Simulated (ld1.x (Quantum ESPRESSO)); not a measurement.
## PBEsol TM dataset for bismuth, scalar-relativistic all-electron reference.

Bi, norm-conserving Troullier–Martins (Kleinman–Bylander form), made with ld1.x (Quantum ESPRESSO) 7.5 (PBEsol, scalar-relativistic). Core [Xe] 4f14, reference 5d10 6s1.5 6p3.5. Waves: 6p (bound): rc 2.30 bohr; 5d (bound): rc 1.15 bohr; 6s (bound): rc 1.95 bohr. Local part: the s channel. Core correction: a·sin(br)/r model core, default radius (core density twice the valence density).

All-electron outer shells of the reference configuration (PBEsol, scalar-relativistic, ld1.x):

```
shell  level (eV)  outermost node (bohr)  outermost maximum (bohr)
   4f     -153.53                      –                      0.34
   5p      -96.71                   0.48                      0.86
   5d      -27.88                   0.51                      1.03
   6s      -15.06                   0.98                      1.86
   6p       -4.94                   1.14                      2.44
```

What the tests gave:

- Cutoffs needed: 90 Ry and 120 Ry (the cutoffs (Ry, on a coarse ladder) from which the occupation-weighted sum of valence levels, in a spherical-Bessel basis at the reference potential, stays within 10 and 1 mRy of its value at 400 Ry)
- Ghost test: no extra level below or beside the all-electron valence levels (p, d, s, f tested) (spherical-Bessel basis up to 400 Ry, 20 bohr box)
- Largest excitation error: -222 meV (all-electron minus pseudo) for 5d9 6s2 6p4, out of 7 test configurations

Generation and tests took about 1.7 s on one core of a shared server CPU.
